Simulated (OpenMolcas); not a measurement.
Ions of charge +2 along the 3d row with 4 chloride ligands in tetrahedral coordination

* Program: OpenMolcas 26.06
* Method: SS-CASPT2, IPEA 0.25 Eh, imaginary shift 0.1 Eh
* Spin-orbit coupling: state interaction with AMFI integrals over the reference wave functions

The d shell is active; CASPT2 correlates the ligand valence shells and the outer metal core. Anionic complexes are neutralised by point charges behind the ligands. Distances were set from a Shannon-type radius of the metal (high-spin where two are listed) plus a fixed donor radius (Cl 1.76 Å). Ligand basis ANO-RCC-VDZP, DKH2 Hamiltonian. States (labels of Td). Energies in cm-1 above the lowest state or level, χT in cm3 K/mol; under a threefold ground state the first gap can be a small split of the lowest multiplet, not the spin-orbit step; 10Dq is the gap between the two states; 10Dq is negative for this site. Spin-only χT is S(S+1) / 2 for the spin of the ground state.

```csv
Ion,Shell,R (Å),Metal basis,Outer charge (e at Å behind ligand),Ground state,First state of that spin,10Dq,First gap with spin-orbit (degeneracies),χT at 300 K,First state of another spin,Spin-only χT
Ti2+,3d2,2.49,ANO-RCC-VDZP,0.5 at 2.6,3A2,3T2 2270,,"2240 (3, 1)",1.051,1E 8130,1.000
V2+,3d3,2.42,ANO-RCC-VTZP,0.5 at 2.6,4T1,4T2 1900,,"24 (4, 2)",1.672,2T2 10110,1.875
Cr2+,3d4,2.43,ANO-RCC-VDZP,0.5 at 2.6,5T2,5E 3180,,"17 (1, 3)",2.650,3T1 15520,3.000
Fe2+,3d6,2.4,ANO-RCC-VDZP,0.5 at 2.6,5E,5T2 2140,,"25 (1, 3)",3.730,3T1 18360,3.000
Co2+,3d7,2.34,ANO-RCC-VTZP,0.5 at 2.4,4A2,4T2 2220,,"2050 (4, 4)",3.184,2E 14860,1.875
Ni2+,3d8,2.31,ANO-RCC-VDZP,0.5 at 3.2,3T1,3T2 1430,,"280 (1, 3)",2.866,1T2 10580,1.000
Cu2+,3d9,2.33,ANO-RCC-VDZP,0.5 at 3.2,2T2,2E 3150,-3154,"880 (2, 4)",0.814,,0.375
```

The rows also differ in their metal basis and outer charges, so part of each step comes from that.

Every ion keeps the highest spin of its shell. χT departs most from the spin-only value for Ni2+, by +1.866 cm3 K/mol.

Roots that are degenerate in the reference are averaged as groups; the widest CASPT2 spread within a group is 910 cm-1 (the 3-fold group of multiplicity 3 near 42100 cm-1 above the lowest state of its run, Cr2+). Shifts and gaps below about the spread of the groups concerned are not significant. Over all roots computed the reference weight is 0.73 to 0.75 in Ti2+, 0.73 to 0.74 in V2+, 0.73 to 0.75 in Cr2+, 0.71 to 0.74 in Fe2+, 0.71 to 0.74 in Co2+, 0.72 to 0.74 in Ni2+, 0.74 in Cu2+; a low but even weight reflects the number of correlated electrons. Ligand-to-metal charge-transfer states are missing. Free-ion shares, where given, are those of the reference states; single-state CASPT2 does not remix them. These CASPT2 states fit no ligand-field parameters well, so their order and spin gaps are uncertain (holds for Ti2+; V2+; Cr2+; Fe2+; Co2+; Ni2+). With no ligand orbital active B as a rule stays too high, so bands that hang on it stand too high and its fall with covalency is understated (holds for Ti2+; V2+; Cr2+). With one d shell and no ligand orbital active, 10Dq can be off by tens of per cent for divalent 3d ions, low with halides held by bare charges and at times high in hosts (holds for Ti2+; V2+; Cr2+; Ni2+; Cu2+). An orbital triplet at a regular site is open to Jahn-Teller coupling, which can distort the site and quench the lowest spin-orbit gaps and is left out (holds for V2+; Cr2+; Ni2+; Cu2+). An orbital doublet at a regular site is open to a Jahn-Teller distortion, which this geometry leaves out (holds for Fe2+). A single d shell leaves out the double-shell effect, which counts most for late 3d ions, where the CASPT2 field can be off either way by tens of per cent (holds for Fe2+; Co2+; Ni2+; Cu2+). For late 3d ions with one d shell CASPT2 can put B and the spin-flip bands somewhat low as well as high (holds for Fe2+; Co2+; Ni2+). With one d shell and no ligand orbital active, 10Dq can be off by tens of per cent for divalent 3d ions, low with halides held by bare charges and at times high in hosts, and the orbital part of g and χT goes as 1/10Dq (holds for Fe2+; Co2+). No measured value stands beside these numbers; the geometry was imposed, not optimised, and the real ion may take another.
